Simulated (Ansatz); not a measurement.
Calculated with Ansatz (gas phase, PBE0-D4/def2-TZVP geometries, no zero-point term in ΔE). CBS: MP2 limit from def2 TZ/QZ plus the TZ coupled-cluster correction, frozen cores. DFT in def2-TZVPP. B3LYP here is the variant with VWN-RPA as its local correlation; programs differ in this. def2 core potentials past Kr. For Ge, In outer-core shells are correlated without core-valence functions, which leaves a few kJ/mol of doubt a bond. Scalar relativity is left out up to krypton. Each species was taken in one conformer, which may not be the lowest.

`[F][In]([SH])[O][SiH3]` + `S[CH2][GeH3]` → `[SiH3]S[CH2][GeH3]` + `[OH][In]([F])[SH]`  (ligand exchange at the Si–O bond)

```csv
level,ΔE (kJ/mol),difference from CCSD(T)/CBS
PBE-D4,24.3,-19.6
r2SCAN-D4,37.6,-6.3
PBE0-D4,31.5,-12.4
ωB97X-V,43.4,-0.5
ωB97M-V,42.9,-1.0
B3LYP,46.1,2.2
MP2/def2-TZVPP,43.9,0.0
HF/def2-QZVPP,70.4,26.5
SCS-MP2/def2-QZVPP,49.2,5.3
HF/CBS(def2),70.7,26.8
CCSD(T)/CBS,43.9,0
```

Largest T1 diagnostic among the species: 0.016.

In def2-TZVPP, CCSD(T) changes the Hartree–Fock value by −21.0 kJ/mol (the triples alone add −3.9 kJ/mol) and MP2 by −24.3 kJ/mol. The D4 term adds −3.8 kJ/mol with B3LYP and −2.0 kJ/mol with PBE0; it sums over pairs of atoms, weighted by their polarisabilities, and B3LYP, whose exchange is more repulsive, gets the larger term. From PBE to PBE0 (25 % exact exchange), in def2-TZVPP and without D4, ΔE moves by +6.9 kJ/mol.
